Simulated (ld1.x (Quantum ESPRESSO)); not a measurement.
# Building the PAW potential for Cr (Z = 24) (Wu–Cohen, scalar-relativistic).

The input file (ld1.x (Quantum ESPRESSO) 7.5):

```
&input
   title='Cr', zed=24., rel=1, dft='WC', iswitch=3,
   config='[Ar] 3d5 4s0 4p1',
   nld=3, rlderiv=2.95, eminld=-5.0, emaxld=5.0, deld=0.02
 /
 &inputp
   pseudotype=3, lpaw=.true., tm=.true., lloc=-1, rcloc=2.35,
   nlcc=.true., new_core_ps=.true., rcore=1.05,
   which_augfun='BESSEL', rmatch_augfun=1.15,
   file_pseudopw='Cr.UPF', file_wfcaegen='ae.wfc', file_wfcncgen='nc.wfc', file_beta='beta', file_chi='chi', file_wfcusgen='us.wfc'
 /
6
4S  1  0   0.00   0.00  2.50  2.70  0.0
4S  1  0   0.00   0.55  2.50  2.70  0.0
3P  2  1   6.00   0.00  1.60  1.95  0.0
4P  3  1   1.00   0.00  1.60  1.95  0.0
3D  3  2   5.00   0.00  1.20  1.35  0.0
3D  3  2   0.00   2.90  1.20  1.35  0.0
 &test
   configts(1)='3p6 3d5 4s0 4p1'
 /
```

Command:

```bash
ld1.x < Cr.in > Cr.out
```

The program printed (shortened: banner, matrices, multipoles, cross overlaps and the repeated all-electron block are left out):

```
Program LD1 v.7.5
     --------------------------- All-electron run ----------------------------

     Cr
     scalar relativistic calculation

     atomic number is 24.00
     dft =WC   lsd =0 sic =0 latt =0  beta=0.20 tr2=1.0E-14
     Exchange-correlation= WC
                           (   1   4  11   4   0   0   0)
     mesh =1183 r(mesh) =  99.18097 a.u. xmin = -7.00 dx = 0.01250
     1 Ry =  13.60569312 eV, c = 137.03599908

     n l     nl                  e(Ry)          e(Ha)          e(eV)
     1 0     1S 1( 2.00)      -432.1968      -216.0984     -5880.3366
     2 0     2S 1( 2.00)       -49.0957       -24.5478      -667.9810
     2 1     2P 1( 6.00)       -41.3035       -20.6518      -561.9629
     3 0     3S 1( 2.00)        -5.5262        -2.7631       -75.1878
     3 1     3P 1( 6.00)        -3.4377        -1.7188       -46.7722
     3 2     3D 1( 5.00)        -0.3144        -0.1572        -4.2776
     4 0     4S 1( 0.00)        -0.3622        -0.1811        -4.9285
     4 1     4P 1( 1.00)        -0.1245        -0.0623        -1.6939

     final scf error:  1.1E-15 reached in  29 iterations

     Etot =   -2100.053791 Ry,   -1050.026896 Ha,  -28572.687424 eV

     Ekin =    2121.293458 Ry,    1060.646729 Ha,   28861.667814 eV
     Encl =   -5010.542465 Ry,   -2505.271233 Ha,  -68171.903159 eV
     Eh   =     885.566092 Ry,     442.783046 Ha,   12048.740482 eV
     Exc  =     -96.370876 Ry,     -48.185438 Ha,   -1311.192560 eV

     normalization and overlap integrals

     s(1S/1S) =  1.000000  <r> =   0.0636  <r2> =    0.0054  r(max) =   0.0417
     s(2S/2S) =  1.000000  <r> =   0.2933  <r2> =    0.1017  r(max) =   0.2428
     s(2P/2P) =  1.000000  <r> =   0.2599  <r2> =    0.0832  r(max) =   0.1988
     s(3S/3S) =  1.000000  <r> =   0.9031  <r2> =    0.9428  r(max) =   0.7764
     s(3P/3P) =  1.000000  <r> =   0.9671  <r2> =    1.1062  r(max) =   0.7961
     s(3D/3D) =  1.000000  <r> =   1.4667  <r2> =    3.0393  r(max) =   0.8369
     s(4S/4S) =  1.000000  <r> =   3.3428  <r2> =   13.0046  r(max) =   2.6763
     s(4P/4P) =  1.000000  <r> =   4.8450  <r2> =   27.8996  r(max) =   3.7979

     ------------------------ End of All-electron run ------------------------

     --------------------- Generating PAW atomic setup --------------------

      Generating local potential from pseudized AE potential:
      Matching radius rcloc =   2.3500

      Local pseudo, rcloc= 2.333 Estimated cut-off energy=     4.48 Ry

      Computing core charge for nlcc:

       r > 1.06 : true rho core
      Core charge pseudized with two Bessel functions
      Integrated core pseudo-charge :   2.82
      Wfc-us  4S rcutus= 2.710  Estimated cut-off energy=     6.06 Ry
      Wfc-us  4S rcutus= 2.710  Estimated cut-off energy=     7.86 Ry
      Wfc-us  3P rcutus= 1.958  Estimated cut-off energy=    22.64 Ry
      Wfc-us  4P rcutus= 1.958  Estimated cut-off energy=    43.02 Ry
      Wfc-us  3D rcutus= 1.346  Estimated cut-off energy=    62.77 Ry
      Wfc-us  3D rcutus= 1.346  Estimated cut-off energy=   102.59 Ry

     Required augmentation: BESSEL   radius:    1.150000
     Suggested rho cutoff for augmentation:  74.00 Ry

     Estimated PAW energy = -196.779758 Ryd

     ------------------- End of pseudopotential generation -------------------

     Computing logarithmic derivative in   2.93943
     Computing logarithmic derivative in   2.93943
     Computing the partial wave expansion
     R is outside the sphere for l=    0 j= 0.00
     R is outside the sphere for l=    0 j= 0.00
     R is outside the sphere for l=    1 j= 0.00
     R is outside the sphere for l=    1 j= 0.00
     R is outside the sphere for l=    2 j= 0.00
     R is outside the sphere for l=    2 j= 0.00

     ---------------------- Testing the pseudopotential ----------------------

     Cr
     scalar relativistic calculation

     atomic number is 24.00   valence charge is 12.00
     dft = SLA  PW   WCX  PBC   lsd =0 sic =0 latt =0  beta=0.20 tr2=1.0E-14
     mesh =1183 r(mesh) =  99.18097 xmin = -7.00 dx = 0.01250

     n l     nl             e AE (Ry)        e PS (Ry)    De AE-PS (Ry)
     2 1     3P   1( 6.00)       -3.43770       -3.43769       -0.00001
     3 2     3D   1( 5.00)       -0.31440       -0.31440       -0.00000
     1 0     4S   1( 0.00)       -0.36224       -0.36224        0.00000
     3 1     4P   1( 1.00)       -0.12450       -0.12450        0.00000

     eps = 7.3E-15  iter =  6

     Etot =   -2100.053791 Ry,   -1050.026896 Ha,  -28572.687424 eV
     Etotps =  -196.779725 Ry,     -98.389863 Ha,   -2677.324553 eV

     Ekin =     157.374443 Ry,      78.687222 Ha,    2141.188381 eV
     Encl =    -359.717643 Ry,    -179.858821 Ha,   -4894.207855 eV
     Ehrt =     101.934363 Ry,      50.967181 Ha,    1386.887657 eV
     Ecxc =     -96.370889 Ry,     -48.185444 Ha,   -1311.192736 eV
     (Ecc =      -3.604074 Ry,      -1.802037 Ha,     -49.035920 eV)

     ---------------------- End of pseudopotential test ----------------------
```

Generation and configuration tests took about 1.2 s on one core of a shared server CPU.
